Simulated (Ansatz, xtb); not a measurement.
**Relative energy of two isomers of C4H5FN2Se**

We compare I, `CCc1nc(F)n[se]1`, a singlet, with II, `CNc1c[se]nc1F`, a singlet. Both are isolated molecules in the gas phase, relaxed with B3LYP-D3(BJ)/def2-SVP; the shapes shown needn't be the lowest conformers.

I (Å):

```yaml
atoms:
  - { symbol: C, position_ang: [1.5600, -0.2212, -0.7895] }
  - { symbol: C, position_ang: [0.8733, -0.4337, 0.5564] }
  - { symbol: C, position_ang: [-0.5772, -0.0631, 0.5858] }
  - { symbol: C, position_ang: [-2.6293, 0.1925, 1.3285] }
  - { symbol: F, position_ang: [-3.5211, 0.0417, 2.2903] }
  - { symbol: N, position_ang: [-1.3689, -0.2606, 1.5947] }
  - { symbol: N, position_ang: [-2.9821, 0.7444, 0.2120] }
  - { symbol: Se, position_ang: [-1.5061, 0.7762, -0.8525] }
  - { symbol: H, position_ang: [1.0896, -0.8274, -1.5802] }
  - { symbol: H, position_ang: [2.6205, -0.5067, -0.7364] }
  - { symbol: H, position_ang: [1.5190, 0.8365, -1.0981] }
  - { symbol: H, position_ang: [1.3753, 0.1519, 1.3466] }
  - { symbol: H, position_ang: [0.9469, -1.4866, 0.8775] }
```

II (Å):

```tsv
atom	x (Å)	y (Å)	z (Å)
C	0.2865	-0.6454	-1.6955
C	-1.1598	1.0470	-0.6828
C	-1.6278	1.6344	-1.8324
C	-1.6472	1.7578	0.4869
F	-1.2526	1.3193	1.6900
N	-0.3715	-0.0728	-0.5483
N	-2.4150	2.7825	0.3891
Se	-2.7252	3.0989	-1.3849
H	0.9531	0.0707	-2.2186
H	-0.4580	-1.0008	-2.4285
H	0.8841	-1.5126	-1.3823
H	0.0949	-0.1567	0.3469
H	-1.4311	1.3342	-2.8592
```

Quicker runs give these differences E(II) − E(I): GFN2-xTB +56.6 kJ/mol; HF/STO-3G +74.2 kJ/mol (at GFN2-xTB geometries); r2SCAN-D4/def2-SVP +52.9 kJ/mol (at GFN2-xTB geometries).

Q: Estimate E(II) − E(I) at the level CCSD(T)/def2-SVP + ΔMP2/def2-TZVPP.

A: Calculated at CCSD(T)/def2-SVP + ΔMP2/def2-TZVPP: E(II) − E(I) = +57.6 kJ/mol, so structure I lies lower.

Level by level:

| level | geometry | E(II) − E(I) (kJ/mol) | departure from the last row (kJ/mol) | job, with rough time for the two |
| --- | --- | --- | --- | --- |
| GFN2-xTB | GFN2-xTB | +56.6 | −1.0 | optimisation, 1.1 s |
| HF/STO-3G | GFN2-xTB | +74.2 | +16.7 | single point, 1.8 s |
| r2SCAN-D4/def2-SVP | GFN2-xTB | +52.9 | −4.7 | single point, 7.5 s |
| B3LYP-D3(BJ)/def2-SVP | B3LYP-D3(BJ)/def2-SVP | +49.2 | −8.4 | optimisation, 94 s |
| HF/def2-SVP | B3LYP-D3(BJ)/def2-SVP | +56.3 | −1.3 | part of the CCSD(T) run |
| MP2/def2-SVP | B3LYP-D3(BJ)/def2-SVP | +58.4 | +0.8 | part of the CCSD(T) run |
| CCSD(T)/def2-SVP | B3LYP-D3(BJ)/def2-SVP | +63.0 | +5.4 | single point |
| CCSD(T)/def2-SVP + ΔMP2/def2-TZVPP | B3LYP-D3(BJ)/def2-SVP | +57.6 |  | single point, 4.2 min |

As drawn, II has 2 C–N, 2 C∷C, 1 N–H in place of 2 C–C, 2 C∷N, 1 C–H (∷ is an aromatic bond).

None of the levels shown reverses the order. The largest departure from CCSD(T)/def2-SVP + ΔMP2/def2-TZVPP is that of HF/STO-3G, 16.7 kJ/mol. The last row adds to CCSD(T) the change of the MP2 difference between the two basis sets, here −5.4 kJ/mol.

With thermal terms from frequencies at re-optimised GFN2-xTB minima (ideal gas, soft modes damped towards free rotors, one conformer each, 298.15 K, 1 atm): the zero-point term adds −2.2 kJ/mol; ΔH is +55.9 and ΔG +55.2 kJ/mol.

The correlated steps freeze 16 core orbitals; the filled d shell of Se is correlated, in a basis made for valence electrons. Run with Ansatz 0.2.0, xtb 6.7.1; the last row on 2 threads of Intel(R) Xeon(R) Processor @ 2.70GHz on a shared host.
